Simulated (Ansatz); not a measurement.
Stepwise reaction of `[OH][Mo]([OH])([F])([F])=[S]` with hydrogen fluoride, as a gas-phase model of exchange steps in deposition or etching. ΔE in kJ/mol; ΔG adds harmonic PBE0-D4 terms to CCSD(T)/CBS, at 1 bar.

Gas-phase electronic energies from Ansatz, PBE0-D4/def2-TZVP geometries. CCSD(T)/CBS is the MP2 limit (def2-TZVPP, def2-QZVPP) plus CCSD(T) − MP2 in def2-TZVPP, frozen cores. This one scheme is used for every species. DFT in def2-TZVPP. B3LYP here is the variant with VWN-RPA as its local correlation; programs differ in this. def2 core potentials past Kr. For Mo outer-core shells are correlated without core-valence functions, which leaves a few kJ/mol of doubt a bond. One conformer a species, not always the lowest.

| step | reaction | PBE-D4 | B3LYP-D4 | ωB97M-V | CCSD(T)/CBS | ΔG(500 K) |
| --- | --- | --- | --- | --- | --- | --- |
| 1 | `[OH][Mo]([OH])([F])([F])=[S]` + H–F → `[OH][Mo]([F])([F])([F])=[S]` + H₂O | -26.8 | -26.2 | -27.0 | -17.7 | -23.4 |
| 2 | `[OH][Mo]([F])([F])([F])=[S]` + H–F → `[F][Mo]([F])([F])([F])=[S]` + H₂O | -27.6 | -26.2 | -29.0 | -22.5 | -13.6 |

(1) By hand: ΔE of the 2 steps together at CCSD(T)/CBS.

Answers

(1) (-17.7) + (-22.5) = -40.2 kJ/mol, or -20.1 kJ/mol a step.

In ΔE the steps differ by no more than 4.8 kJ/mol. All are downhill at CCSD(T)/CBS. ΔG lies between -23.4 and -13.6 kJ/mol a step. PBE-D4 differs from CCSD(T)/CBS by -9.1 to -5.1 kJ/mol a step. Only this route is followed, and other bonds may react first. Isolated molecules leave out the surface, adducts and barriers. Largest T1 diagnostic: 0.025.
